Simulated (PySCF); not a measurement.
**Strontium: a sound run and one with changed settings**

Sound run: Sr [Kr] 5s2, Sr⁺ [Kr] 5s1. Calculation: PySCF 2.14, in def2-TZVP with the def2 core potential (28 electrons); a scalar-relativistic core potential. The sound run starts from symmetry-adapted Hartree-Fock orbitals and uses a fine grid where one is needed.

Changed run: basis STO-3G, all-electron and non-relativistic. This setting is unsound on purpose.

```
species  method  sound run (hartree)  changed run (hartree)  converged
     Sr     UHF            -30.34712            -3099.11673        yes
     Sr    TPSS            -30.67760            -3100.44827        yes
     Sr    PBE0            -30.67766            -3100.33675        yes
    Sr⁺     UHF            -30.17277            -3099.06918        yes
    Sr⁺    TPSS            -30.47211            -3100.34935        yes
    Sr⁺    PBE0            -30.47116            -3100.23689        yes
```

Ionisation energy of Sr:

```json
{"method": "UHF", "sound run (eV)": "4.744", "changed run (eV)": "1.294"}
{"method": "TPSS", "sound run (eV)": "5.592", "changed run (eV)": "2.692"}
{"method": "PBE0", "sound run (eV)": "5.619", "changed run (eV)": "2.717"}
```

A minimal basis cannot let orbitals breathe on ionisation and holds almost no correlation. The Hamiltonian changed with the basis, so the totals do not compare.

For comparison, NIST gives 5.695 eV between the lowest levels.
